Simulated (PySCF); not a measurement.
CBrF2, SMILES F[C](F)Br (connectivity only; charge and spin as stated), charge +1, multiplicity 1.

The structure is a stationary point at PBE-D3(BJ)/def2-SVP. The multiplicity is an assumed one; other spin states were not compared. The isomer is the one that the SMILES or the coordinates give; other isomers of the formula were not compared.

Vertical ionisation energy (IE) and electron affinity (EA) in eV. Rows of orbital energies are one-electron estimates. Where ΔSCF, EOM or ADC give a negative EA the extra electron is unbound and the value depends on the basis.

```json
[
 {"level": "−ε(HOMO), −ε(LUMO), PBE0/def2-TZVPD (PySCF)", "IE": "?", "EA": "?"},
 {"level": "ADC(2)/aug-cc-pVDZ (PySCF)", "IE": "18.80", "EA": "8.02"}
]
```

### Question
Complete the blanks. (Estimate from the structure and the level; the computed values follow.)

### Answer

- −ε(HOMO), −ε(LUMO), PBE0/def2-TZVPD (PySCF), IE: 16.38
- −ε(HOMO), −ε(LUMO), PBE0/def2-TZVPD (PySCF), EA: 10.13

### Question
Beyond the first one, list the lowest photoelectron lines from PySCF 2.14.0 with ADC(2)/aug-cc-pVDZ with their pole strengths (two spins summed). (An estimate is asked for; the answer gives what the named calculation found.)

### Answer
19.35 eV (1.85), 22.18 eV (1.77), 22.54 eV (1.72), 23.14 eV (1.72), 25.97 eV (1.73).
